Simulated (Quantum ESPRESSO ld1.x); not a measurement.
Species: Os62+. Configuration: [Ne] 3s2 3p2. Calculated with ld1.x of Quantum ESPRESSO 7.5: scalar-relativistic Kohn-Sham, relativistic LDA (MacDonald-Vosko exchange, VWN5 correlation), spin-unpolarised, spherical densities, point nucleus.

Unscreened Slater integrals over Kohn-Sham orbitals (cm^-1).

| integral | value |
|---|---|
| F0(3p,3p) | 1121700 |
| F2(3p,3p) | 559430 |
| F0(3p,3s) | 1109200 |
| G1(3p,3s) | 716680 |
| F0(3p,2p) | 1482600 |
| F2(3p,2p) | 387670 |
| G0(3p,2p) | 155670 |
| G2(3p,2p) | 172920 |
| F0(3p,2s) | 1443400 |
| G1(3p,2s) | 123120 |
| F0(3p,1s) | 1728000 |
| G1(3p,1s) | 196290 |
| F0(3s,3s) | 1100100 |
| F0(3s,2p) | 1437300 |
| G1(3s,2p) | 152830 |
| F0(3s,2s) | 1411700 |
| G0(3s,2s) | 123540 |
| F0(3s,1s) | 1669500 |
| G0(3s,1s) | 91682 |
| F0(2p,2p) | 3007900 |
| F2(2p,2p) | 1423100 |
| F0(2p,2s) | 2802300 |
| G1(2p,2s) | 1606300 |
| F0(2p,1s) | 4100900 |
| G1(2p,1s) | 787130 |
| F0(2s,2s) | 2673900 |
| F0(2s,1s) | 3795300 |
| G0(2s,1s) | 394070 |
| F0(1s,1s) | 1.1731e+07 |

Derived for the open shells (J is the average intra-shell exchange parameter used in DFT+U). 3p: J = F2/5 = 111900 cm^-1.
